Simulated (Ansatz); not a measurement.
Born–Oppenheimer molecular dynamics of a periodic cell of 40 atoms, CF4 (packed as 8 CF4, density as packed 1.61 g/cm³ with natural masses). It goes on from the last frame of an earlier run, with new velocities.

Theory: DFT LDA, scalar-relativistic, plane waves, PAW (Ansatz 0.2.0). Settings: accuracy low, cutoff 420 eV, k mesh 1x1x1, fermi-dirac smearing 0.02 eV, no spin polarisation.

```json
{
 "ensemble": "NVE (velocity Verlet)",
 "time step": "1 fs",
 "steps asked": "400",
 "starting velocities drawn for": "400 K",
 "seed": "500813"
}
```

Frames 2 fs apart, positions in Å, forces in eV/Å.

Velocities at 270 fs (Å/ps):

```
C -4.06 13.95 3.02
F -2.21 0.69 6.10
F -0.09 -1.09 -3.87
F 0.26 -4.65 0.40
F -1.39 -5.83 -12.43
C 7.02 2.62 -11.19
F 6.21 -14.54 -3.42
F -4.50 6.27 4.21
F 0.97 -3.70 7.76
F 0.07 -2.53 0.24
C 3.57 -2.31 -6.99
F -2.36 -2.73 3.81
F 2.43 -3.36 -3.52
F -7.33 1.59 11.79
F -2.10 5.29 1.08
C -1.53 2.96 -6.57
F 0.36 -5.81 1.05
F -1.46 2.01 3.91
F -4.76 -0.43 -0.99
F -4.36 2.22 3.79
C 1.79 -0.30 2.94
F 4.99 -2.40 -0.58
F 0.92 2.09 -2.50
F -1.71 -3.26 2.94
F 0.44 -2.84 -3.19
C 4.77 7.57 3.09
F 4.00 0.79 -6.62
F 6.16 5.62 2.63
F -4.69 -1.02 2.89
F -1.83 0.07 5.89
C 3.80 6.54 1.36
F 2.51 -4.93 -4.22
F 2.83 -2.44 -6.05
F -1.15 -3.37 0.41
F -7.43 6.94 3.41
C 4.80 14.26 9.31
F 1.46 3.31 0.86
F -4.48 0.30 0.49
F -0.74 -0.25 -9.96
F 6.22 -0.62 -3.13
```

```xyz
40
Lattice="8.9959 0.0000 0.0000 0.0000 8.9959 0.0000 0.0000 0.0000 8.9959" Properties=species:S:1:pos:R:3:forces:R:3 time_fs=270 energy_less_start_eV=-0.375 T=474
C 7.567 3.813 7.064 -2.79 1.31 -0.36
F 8.307 4.068 8.082 0.54 -0.65 1.22
F 6.460 3.046 7.375 1.75 1.23 -0.09
F 7.157 5.025 6.613 -0.40 -0.77 0.14
F 8.206 3.247 6.118 0.93 -1.07 -0.90
C 2.810 2.849 1.860 -1.48 -0.65 -0.21
F 2.785 3.611 2.922 1.08 0.46 0.13
F 3.124 3.506 0.755 -0.22 -0.10 0.63
F 3.657 1.845 1.996 -0.31 0.25 0.15
F 1.532 2.396 1.798 1.04 -0.20 -0.76
C 7.164 8.082 4.571 2.23 -0.20 -1.31
F 7.939 8.216 5.627 -0.36 -0.43 0.36
F 7.004 9.285 4.063 -0.77 -0.03 -0.09
F 7.878 7.359 3.638 -1.18 0.53 1.14
F 6.044 7.486 4.858 0.02 0.12 -0.08
C 6.768 4.071 2.355 -0.14 0.39 1.48
F 7.676 4.909 2.784 0.67 0.48 -0.25
F 5.866 4.002 3.348 -0.59 0.21 -0.92
F 6.299 4.470 1.203 -0.71 0.30 0.00
F 7.264 2.893 2.219 0.75 -1.45 -0.36
C 6.128 7.954 9.039 -0.20 0.97 0.34
F 6.916 7.503 10.011 0.09 0.94 -0.34
F 5.590 6.915 8.504 -0.69 -0.98 -0.93
F 5.161 8.742 9.533 0.75 -0.39 0.03
F 6.779 8.661 8.106 0.03 -0.56 0.90
C 2.170 1.030 6.487 1.11 0.34 1.88
F 2.270 0.779 7.841 -0.61 -0.06 -1.68
F 1.152 0.401 5.947 0.69 0.26 0.38
F 2.016 2.342 6.384 -0.03 -0.51 -0.44
F 3.342 0.656 5.969 -1.11 0.27 -0.09
C 1.828 6.993 -0.124 1.86 -0.69 1.81
F 2.264 7.956 0.727 -0.34 -1.32 -0.54
F 0.634 7.183 -0.441 -3.29 0.86 -0.37
F 2.539 7.017 -1.203 1.30 -0.09 -0.70
F 1.904 5.758 0.444 0.44 1.25 -0.08
C 2.576 6.015 4.766 -2.02 1.87 0.21
F 2.523 7.342 5.117 0.32 -1.61 -0.37
F 1.788 5.349 5.628 0.51 0.32 -1.05
F 2.085 5.962 3.507 0.70 -0.37 1.50
F 3.783 5.579 4.867 0.44 -0.21 -0.39
40
Lattice="8.9959 0.0000 0.0000 0.0000 8.9959 0.0000 0.0000 0.0000 8.9959" Properties=species:S:1:pos:R:3:forces:R:3 time_fs=272 energy_less_start_eV=-0.484 T=495
C 7.555 3.842 7.069 -1.65 -0.63 -1.20
F 8.303 4.069 8.096 0.33 -0.61 0.76
F 6.461 3.045 7.367 1.68 1.42 0.01
F 7.157 5.015 6.614 -0.56 -0.05 0.00
F 8.204 3.234 6.092 0.22 -0.10 0.44
C 2.821 2.853 1.837 -1.92 -1.38 1.01
F 2.798 3.583 2.915 1.04 0.94 0.40
F 3.115 3.518 0.764 0.10 0.05 -0.09
F 3.658 1.838 2.011 -0.26 0.33 -0.37
F 1.534 2.391 1.797 1.13 -0.17 -1.00
C 7.175 8.078 4.555 1.49 0.11 -0.12
F 7.934 8.210 5.635 -0.35 -0.35 0.17
F 7.008 9.278 4.056 -0.69 0.21 -0.18
F 7.862 7.363 3.663 -0.58 -0.08 0.32
F 6.040 7.496 4.860 0.07 0.11 -0.17
C 6.765 4.078 2.345 -0.28 0.02 2.14
F 7.678 4.898 2.785 0.72 0.74 -0.36
F 5.863 4.006 3.355 -0.49 0.30 -1.17
F 6.289 4.469 1.201 -0.69 0.40 -0.13
F 7.256 2.896 2.226 0.72 -1.52 -0.52
C 6.131 7.955 9.045 -0.21 0.84 -0.02
F 6.926 7.499 10.009 -0.01 0.97 -0.35
F 5.591 6.918 8.498 -0.64 -0.95 -0.77
F 5.158 8.735 9.539 0.87 -0.37 0.05
F 6.780 8.654 8.101 -0.03 -0.50 1.10
C 2.181 1.045 6.497 0.62 -0.17 1.54
F 2.278 0.781 7.827 -0.57 -0.07 -0.92
F 1.165 0.412 5.953 0.45 0.10 0.26
F 2.006 2.340 6.389 0.11 0.10 -0.46
F 3.337 0.656 5.981 -0.58 0.32 -0.37
C 1.839 7.005 -0.118 1.00 -1.20 1.31
F 2.268 7.945 0.719 -0.16 -0.73 -0.17
F 0.636 7.179 -0.453 -3.02 1.02 -0.27
F 2.538 7.010 -1.203 1.54 -0.04 -0.82
F 1.889 5.773 0.450 0.62 0.96 0.06
C 2.583 6.046 4.784 -1.97 0.48 -0.72
F 2.527 7.347 5.119 0.35 -1.37 -0.26
F 1.780 5.350 5.628 0.88 0.72 -1.18
F 2.084 5.961 3.489 0.96 -0.08 2.30
F 3.796 5.577 4.860 -0.26 0.22 -0.24
40
Lattice="8.9959 0.0000 0.0000 0.0000 8.9959 0.0000 0.0000 0.0000 8.9959" Properties=species:S:1:pos:R:3:forces:R:3 time_fs=274 energy_less_start_eV=-0.338 T=466
C 7.537 3.869 7.071 -0.35 -2.53 -1.24
F 8.300 4.068 8.111 -0.03 -0.55 0.13
F 6.466 3.047 7.359 1.48 1.51 0.09
F 7.156 5.005 6.615 -0.83 0.98 -0.30
F 8.202 3.221 6.068 -0.25 0.63 1.31
C 2.827 2.853 1.818 -2.08 -1.90 2.12
F 2.814 3.556 2.909 0.94 1.34 0.65
F 3.106 3.531 0.773 0.36 0.21 -0.77
F 3.659 1.832 2.026 -0.21 0.33 -0.86
F 1.537 2.385 1.795 1.08 -0.18 -1.19
C 7.190 8.073 4.539 0.25 0.68 1.38
F 7.928 8.204 5.643 -0.26 -0.25 0.01
F 7.010 9.272 4.048 -0.57 0.44 -0.27
F 7.846 7.366 3.688 0.34 -0.99 -0.86
F 6.036 7.507 4.861 0.20 0.11 -0.27
C 6.761 4.084 2.341 -0.36 -0.40 2.37
F 7.681 4.888 2.787 0.73 0.93 -0.42
F 5.858 4.011 3.360 -0.41 0.38 -1.31
F 6.277 4.470 1.199 -0.59 0.42 -0.05
F 7.249 2.896 2.232 0.61 -1.38 -0.62
C 6.134 7.958 9.052 -0.22 0.47 -0.42
F 6.936 7.498 10.007 -0.12 0.98 -0.36
F 5.591 6.920 8.490 -0.53 -0.79 -0.52
F 5.157 8.727 9.545 0.90 -0.29 0.09
F 6.781 8.647 8.097 -0.06 -0.39 1.22
C 2.194 1.060 6.511 0.02 -0.62 0.88
F 2.284 0.782 7.810 -0.50 -0.12 0.11
F 1.179 0.424 5.959 0.22 -0.07 0.16
F 1.997 2.338 6.393 0.24 0.74 -0.44
F 3.331 0.657 5.991 0.05 0.34 -0.66
C 1.852 7.013 -0.109 -0.25 -1.66 0.31
F 2.273 7.933 0.709 0.11 0.01 0.35
F 0.632 7.177 -0.466 -2.28 1.09 -0.04
F 2.540 7.003 -1.204 1.61 -0.02 -0.75
F 1.876 5.790 0.457 0.78 0.59 0.23
C 2.583 6.079 4.800 -1.52 -1.19 -1.46
F 2.531 7.349 5.120 0.32 -0.78 -0.07
F 1.773 5.353 5.625 1.10 1.05 -1.22
F 2.086 5.960 3.475 1.04 0.20 2.74
F 3.808 5.577 4.853 -0.98 0.66 -0.09
40
Lattice="8.9959 0.0000 0.0000 0.0000 8.9959 0.0000 0.0000 0.0000 8.9959" Properties=species:S:1:pos:R:3:forces:R:3 time_fs=276 energy_less_start_eV=0.018 T=396
C 7.519 3.889 7.068 0.90 -4.05 -0.78
F 8.296 4.067 8.126 -0.42 -0.50 -0.53
F 6.474 3.052 7.351 1.15 1.46 0.17
F 7.153 4.997 6.615 -1.10 2.03 -0.66
F 8.200 3.210 6.046 -0.51 1.10 1.80
C 2.825 2.846 1.806 -1.91 -2.01 2.75
F 2.832 3.533 2.905 0.76 1.65 0.90
F 3.098 3.544 0.780 0.49 0.19 -1.12
F 3.660 1.826 2.039 -0.16 0.21 -1.27
F 1.543 2.379 1.790 0.91 -0.23 -1.29
C 7.206 8.071 4.528 -1.22 1.45 2.92
F 7.922 8.197 5.651 -0.13 -0.13 -0.08
F 7.012 9.267 4.040 -0.41 0.64 -0.32
F 7.829 7.368 3.711 1.44 -2.09 -2.21
F 6.032 7.518 4.863 0.28 0.11 -0.32
C 6.755 4.089 2.345 -0.39 -0.76 2.13
F 7.685 4.880 2.787 0.69 1.04 -0.45
F 5.853 4.017 3.361 -0.35 0.43 -1.33
F 6.264 4.471 1.196 -0.41 0.36 0.25
F 7.244 2.893 2.237 0.45 -1.11 -0.63
C 6.136 7.963 9.056 -0.20 -0.06 -0.75
F 6.946 7.498 10.004 -0.23 0.98 -0.36
F 5.590 6.919 8.482 -0.39 -0.56 -0.25
F 5.158 8.719 9.551 0.85 -0.17 0.14
F 6.782 8.639 8.097 -0.05 -0.21 1.24
C 2.207 1.073 6.527 -0.58 -0.89 -0.06
F 2.289 0.783 7.794 -0.41 -0.22 1.38
F 1.193 0.436 5.965 -0.05 -0.26 0.05
F 1.988 2.337 6.397 0.37 1.28 -0.38
F 3.326 0.659 6.001 0.69 0.34 -0.93
C 1.865 7.015 -0.098 -1.43 -1.97 -0.92
F 2.277 7.920 0.701 0.41 0.80 0.91
F 0.624 7.178 -0.479 -1.40 1.09 0.20
F 2.545 6.997 -1.208 1.51 -0.02 -0.51
F 1.865 5.808 0.465 0.89 0.12 0.41
C 2.578 6.107 4.812 -0.94 -2.84 -2.04
F 2.535 7.350 5.120 0.25 0.06 0.15
F 1.769 5.357 5.620 1.18 1.27 -1.18
F 2.089 5.959 3.467 1.01 0.43 2.92
F 3.818 5.577 4.846 -1.54 1.02 0.04
40
Lattice="8.9959 0.0000 0.0000 0.0000 8.9959 0.0000 0.0000 0.0000 8.9959" Properties=species:S:1:pos:R:3:forces:R:3 time_fs=278 energy_less_start_eV=0.332 T=335
C 7.503 3.895 7.063 1.87 -4.61 -0.34
F 8.292 4.064 8.140 -0.71 -0.48 -1.10
F 6.485 3.060 7.344 0.69 1.19 0.26
F 7.148 4.993 6.614 -1.20 2.58 -0.87
F 8.197 3.201 6.027 -0.63 1.36 2.04
C 2.818 2.833 1.802 -1.37 -1.61 2.69
F 2.851 3.512 2.902 0.51 1.88 1.14
F 3.091 3.557 0.785 0.46 -0.10 -1.01
F 3.660 1.821 2.050 -0.12 0.01 -1.58
F 1.550 2.373 1.783 0.60 -0.34 -1.28
C 7.218 8.073 4.526 -2.35 1.92 3.84
F 7.915 8.190 5.659 0.02 0.04 -0.08
F 7.013 9.263 4.032 -0.24 0.80 -0.30
F 7.816 7.365 3.730 2.25 -2.89 -3.17
F 6.029 7.530 4.863 0.29 0.12 -0.30
C 6.749 4.092 2.355 -0.34 -0.95 1.53
F 7.691 4.875 2.786 0.56 1.02 -0.44
F 5.847 4.024 3.360 -0.33 0.44 -1.22
F 6.251 4.473 1.194 -0.17 0.24 0.69
F 7.240 2.888 2.241 0.26 -0.79 -0.58
C 6.137 7.968 9.059 -0.17 -0.63 -0.93
F 6.955 7.500 10.000 -0.33 0.95 -0.37
F 5.588 6.918 8.473 -0.26 -0.34 -0.01
F 5.161 8.710 9.558 0.75 -0.02 0.19
F 6.782 8.630 8.098 -0.01 0.01 1.14
C 2.219 1.083 6.544 -1.05 -0.91 -1.13
F 2.293 0.784 7.780 -0.32 -0.36 2.70
F 1.207 0.447 5.972 -0.36 -0.46 -0.07
F 1.980 2.339 6.400 0.51 1.62 -0.29
F 3.321 0.662 6.008 1.24 0.35 -1.15
C 1.873 7.012 -0.090 -2.20 -1.89 -1.99
F 2.283 7.909 0.694 0.60 1.41 1.29
F 0.613 7.180 -0.492 -0.62 1.03 0.38
F 2.554 6.990 -1.212 1.27 -0.05 -0.19
F 1.855 5.826 0.473 0.92 -0.47 0.59
C 2.570 6.127 4.817 -0.37 -3.98 -2.42
F 2.540 7.351 5.121 0.17 0.79 0.32
F 1.767 5.364 5.613 1.13 1.33 -1.07
F 2.094 5.960 3.465 0.91 0.59 2.91
F 3.825 5.580 4.838 -1.88 1.21 0.14
```

Of the whole run (400 fs, mean temperature of the second half 397 K): The conserved energy stayed within 0.15 meV per atom of its start (net change -0.14 meV per atom), so the integration is sound. A run of 0.4 ps of so small a system gives no equilibrium averages. Limits of this set-up: coarse k mesh, low accuracy level.

Run time: 10 min on 2 threads of Intel(R) Xeon(R) CPU @ 2.60GHz (Ice Lake) (shared host), peak memory 0.72 GiB.
